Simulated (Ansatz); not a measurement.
Basis-set series for C2H4BF3O (`BOCC(F)(F)F`). Charge 0, multiplicity 1. Geometry: relaxed with PBE0-D4/def2-TZVP. It is one conformer, not always the lowest.

```tsv
functional	basis	functions	energy (Eh)	HOMO (eV)	LUMO (eV)
PBE0-D4	def2-SVP	118	-477.40941	-9.09	-0.61
PBE0-D4	def2-QZVPP	519	-477.99990	-9.20	-0.87
ωB97M-V	def2-SVP	118	-477.74773	-11.41	1.49
ωB97M-V	def2-QZVPP	519	-478.35122	-11.57	0.85
```

**Question.** Give the rows for def2-TZVPP. (Best estimate.)

**Answer.** Ansatz gave: 
```tsv
functional	basis	functions	energy (Eh)	HOMO (eV)	LUMO (eV)
PBE0-D4	def2-TZVPP	273	-477.97503	-9.18	-0.81
ωB97M-V	def2-TZVPP	273	-478.32779	-11.55	1.06
```

Positive LUMOs are unbound and depend on the basis.
